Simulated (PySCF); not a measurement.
## (4-Bromobenzyl)Diphenylphosphine Oxide (C19H16BrOP): Computed beside measured shifts

System: (4-Bromobenzyl)Diphenylphosphine Oxide (C19H16BrOP), SMILES O=P(Cc1ccc(Br)cc1)(c1ccccc1)c1ccccc1.

Atom-mapped SMILES (hydrogens are numbered by the atom that bears them): [O:1]=[P:2]([CH2:3][c:4]1[cH:5][cH:6][c:7]([Br:8])[cH:9][cH:10]1)([c:11]1[cH:12][cH:13][cH:14][cH:15][cH:16]1)[c:17]1[cH:18][cH:19][cH:20][cH:21][cH:22]1

Computed with GIAO KT3/pcSseg-2, gas phase, PySCF SCF with an in-house response code, fitting set def2-universal-JFIT, grid level 2, non-relativistic, geometry: PBE0-D3(BJ)/def2-SVP.

One optimised conformer. Values are averaged over the atoms that symmetry or fast rotation interchanges, on this one geometry and without vibrational averaging. Shifts are the reference shielding less the shielding here, at the same level (13C, 1H against isolated TMS; 17O against isolated H2O; 31P against isolated H3PO4); nuclei without a reference have shieldings only.

Spin-orbit coupling, left out here, shifts light nuclei bound to heavy atoms (carbon on iodine by tens of ppm).

What shifts does this level give for P2, and how do they compare with measurement?


```
atom  nucleus  computed / ppm  measured / ppm  computed less measured  measured against  medium of the measurement
  P2      31P             2.8            29.1                   -26.3        85 % H3PO4                      CDCl3
```

Computed 19F and 31P shifts carry an offset from the reference molecule (CFCl3 is hard for DFT, lone H3PO4 or PH3 isn't the 85 % acid), so differences between compounds are more accurate than the values.

Measured values: supporting information or article, doi 10.1039/d2ra02812c.
